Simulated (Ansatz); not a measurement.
One change: `F[SiH](F)[S][GeH3]` becomes `F[SiH](F)[O][GeH3]`.

Ansatz, PBE0-D4/def2-TZVP geometries, multiplicity 1. Each molecule was computed in one conformer, which needn't be the lowest.

Scalar relativity is left out up to krypton.

```tsv
property	`F[SiH](F)[S][GeH3]`
HOMO–LUMO gap (ωB97M-V/def2-TZVPP) / eV	11.41
HOMO–LUMO gap (PBE0/def2-TZVPP) / eV	7.37
LUMO energy (PBE0/def2-TZVPP) / eV	-0.58
HOMO energy (B3LYP/def2-TZVPP) / eV	-7.69
LUMO energy (ωB97M-V/def2-TZVPP) / eV	1.29
HOMO–LUMO gap (B3LYP/def2-TZVPP) / eV	6.86
```

Task: What does the change do to each property? (Estimate.)

Result: Ansatz gave: 
```csv
property,`F[SiH](F)[O][GeH3]`,shift
HOMO–LUMO gap (ωB97M-V/def2-TZVPP) / eV,13.34,1.93
HOMO–LUMO gap (PBE0/def2-TZVPP) / eV,9.21,1.84
LUMO energy (PBE0/def2-TZVPP) / eV,-0.17,0.41
HOMO energy (B3LYP/def2-TZVPP) / eV,-9.14,-1.45
LUMO energy (ωB97M-V/def2-TZVPP) / eV,1.65,0.36
HOMO–LUMO gap (B3LYP/def2-TZVPP) / eV,8.72,1.86
```

With PBE0 the HOMO falls by 1.43 eV and the LUMO rises by 0.41 eV, so the gap widens by about 1.84 eV. PBE moves the HOMO by -1.15 eV and ωB97M-V by -1.58 eV.

B3LYP here is the variant with VWN-RPA as its local correlation; programs differ in this.
